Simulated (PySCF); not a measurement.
Isomers of CH2B2O. Gas-phase values, no solvent. One relaxed conformer stands for each flexible species; it need not be the lowest. Strings in code marks are SMILES.

The LUMO from two functionals at the same geometries (r2SCAN-D4/def2-TZVP), both in PySCF: PBE-D3(BJ)/def2-TZVP and r2SCAN-D4/def2-TZVP. 

| species | PBE-D3(BJ)/def2-TZVP (eV) | r2SCAN-D4/def2-TZVP (eV) |
|---|---|---|
| `[H]/B=C1\BO1` | -3.25 | -2.92 |
| `[H]/B=C\B=O` | -3.39 | -3.02 |
| `OC1B=B1` (H–O–C–B torsion 133°) | -4.29 | -4.22 |
| `C1B(O)B=1` | -3.00 | -2.83 |
| `B=C=BO` | -1.96 | -1.65 |
| `C=BB=O` | -4.05 | -3.82 |
| `OC1BB=1` | -3.26 | -3.11 |
| `B12CB1O2` | -2.65 | -2.57 |
| `C(=BB)=O` | -5.17 | -5.00 |

Over these rows, drawn at random from the members with no instability flagged (it was tested for open shells, ions and some series alone), PBE minus r2SCAN-D4: mean -0.21 eV, from -0.37 eV to -0.07 eV.
